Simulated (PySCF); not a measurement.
Compound: C2H7NSi2.
Bonds: C1–C2 (triple), C2–Si3, Si3–N4, N4–Si5. Hydrogens: H6 on C1; H7, H8 on Si3; H9 on N4; H10, H11, H12 on Si5.

The computed photoelectron lines, unassigned: C 1s: 290.28 (area 1), 290.51 (area 1) eV; N 1s: 404.06 eV; Si 1s: 1846.79 (area 1), 1847.20 (area 1) eV; Si 2p3/2: 106.97 (area 1), 107.30 (area 1) eV.

Theory: delta-SCF UKS SCAN, pcX-2 on the ionised atom, pcseg-1 elsewhere, spin-free X2C (PySCF 2.14.0). Isolated species at its GFN2-xTB geometry (one conformer only).

(1) Order the carbon atoms by C 1s binding energy.

(2) Which silicon gives which Si 1s line?

(3) Order the silicon atoms by Si 2p3/2 binding energy.

Answers

(1) 290.28 eV: C2 (alkyne carbon); 290.51 eV: C1 (terminal alkyne carbon). The 2 C 1s values lie within 0.23 eV of each other; Gaussian lines of 0.5 eV full width would blend them into one maximum.

(2) 1846.79 eV: Si5 (SiH3 silicon); 1847.20 eV: Si3 (SiH2 silicon). Lowest listed Si 1s: Si5, bonded to N and 3 H. Highest, 0.41 eV above it: Si3, bonded to N, C and 2 H.

(3) 106.97 eV: Si5 (SiH3 silicon); 107.30 eV: Si3 (SiH2 silicon). Lowest listed Si 2p3/2: Si5, bonded to N and 3 H. Highest, 0.33 eV above it: Si3, bonded to N, C and 2 H. Summing the Pauling electronegativity differences to the bonded atoms, each weighted by its formal bond order, gives +2.04 for the lowest site and +2.39 for the highest.

Bonded neighbours of each site: C1: C (triple bond) and H; C2: C (triple bond) and Si; Si3: N, C and 2 H; N4: H and 2 Si; Si5: N and 3 H.

Task: Which photon energy gives electrons from Si 1s of Si3 a kinetic energy of 20 eV, and what is their de Broglie wavelength?

Result: hν = 1847.20 + 20 = 1867.20 eV, recoil neglected; λ = 12.264 Å/√(E/eV) = 2.74 Å.

Spin contamination (⟨S²⟩ against 0.75 for a pure doublet) is marked for C 1s of C2 (0.85), which makes this value less certain. The 2p values aren't plain energy differences: one relaxed spin-free 2p hole is combined with a matrix within the shell (ground-state 2p orbital-energy differences and spin–orbit coupling). 2p3/2, the mean of its two sublevels, lies a third of the splitting below the shell's mean and 2p1/2 two thirds above it; the statistical areas are 2:1. 2p1/2 minus 2p3/2 (ligand field included): Si 0.62 eV.

Shape of the structure used: `[CH:1]#[C:2][SiH2:3][NH:4][SiH3:5]`: C2–Si3–N4–Si5 -176°.
